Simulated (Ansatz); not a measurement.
Single points on Sr₄Te₄⁺.

```yaml
crystal:
  periodic: [false, false, false]
  atoms:
    - {symbol: Sr, position_ang: [-3.612427, -0.076500, -0.300406]}
    - {symbol: Sr, position_ang: [-0.075059, 3.670527, 0.111299]}
    - {symbol: Sr, position_ang: [0.075837, -3.670345, -0.113373]}
    - {symbol: Sr, position_ang: [3.612133, 0.075409, 0.304078]}
    - {symbol: Te, position_ang: [2.976904, -2.896065, 0.349436]}
    - {symbol: Te, position_ang: [-3.008196, 2.885665, 0.008896]}
    - {symbol: Te, position_ang: [-2.862371, -3.013317, -0.519957]}
    - {symbol: Te, position_ang: [2.893190, 3.024615, 0.160037]}
basis:
  gaussian: {orbitals: def2-SVP, initial_orbitals: start.molden}
total_charge: 1
magnetization: {spin_polarized: true, initial_magnetization: 1}
hamiltonian: {xc: lda}
scf: {omitted_lower_state_checks: [starts]}
output: {orbitals: {seedname: orbitals}}
```

The file start.molden holds the orbitals of an earlier run on this structure, at another level or in another basis.

```sh
$ ansatz run in.yaml --threads 4 --pin off --events-out ev --progress --plain --max-ram 4787MiB
```

It prints (some lines left out):

```
Functional definition: SPW92
2404 factors; their error is unknown
mean field evaluation 1: about -32466.7425 eV, gradient 8.7e0 eV
mean field evaluation 2: about -32467.1635 eV, gradient 3.8e-1 eV
mean field evaluation 4: about -32467.0917 eV, gradient 7.1e-2 eV
mean field evaluation 8: about -32467.0918 eV, gradient 4.7e-5 eV
mean field -32467.09176364 eV, -1193.1436153285 hartree, gradient 3.5e-6 eV, S^2 0.750903; 0 other end points of the search recorded, 0 dependent functions left out
reference -32467.09183291 eV, -1193.1436178741 hartree; 68, 67 occupied and 128, 129 virtual orbitals, 2404 factors
Total energy: -32467.09183291 eV, -1193.1436178741 hartree
Checks for a lower state left out: starts
```

Run time 7 s (4 threads of Arm Neoverse V1 on a shared host).

The first input with `hamiltonian: {xc: pbe, dispersion: d4}` (abridged; 18 s):

```
Functional definition: PBE
mean field evaluation 16: about -32519.4280 eV, gradient 2.4e-6 eV
mean field -32519.42803905 eV, -1195.0669379750 hartree, gradient 2.4e-6 eV, S^2 0.751700
Total energy: -32519.76518945 eV, -1195.0793280236 hartree
Checks for a lower state left out: starts
```

First input, but with `gaussian: {orbitals: def2-SVP}`, `hamiltonian: {xc: pbe0, dispersion: d4}` (abridged; 30 s):

```
Functional definition: PBE0
mean field evaluation 16: about -32520.8995 eV, gradient 1.8e-3 eV
mean field evaluation 32: about -32520.8995 eV, gradient 2.9e-5 eV
mean field -32520.89954739 eV, -1195.1210149093 hartree, gradient 6.8e-6 eV, S^2 0.756155
Total energy: -32521.20554838 eV, -1195.1322602382 hartree
Checks for a lower state left out: starts
```

Geometry: r2SCAN-D4/def2-SVP, that of the neutral singlet.

In the def2 sets Sr, Te take a core potential; there is no spin–orbit coupling. The structure comes from a short search, and lower isomers may exist.
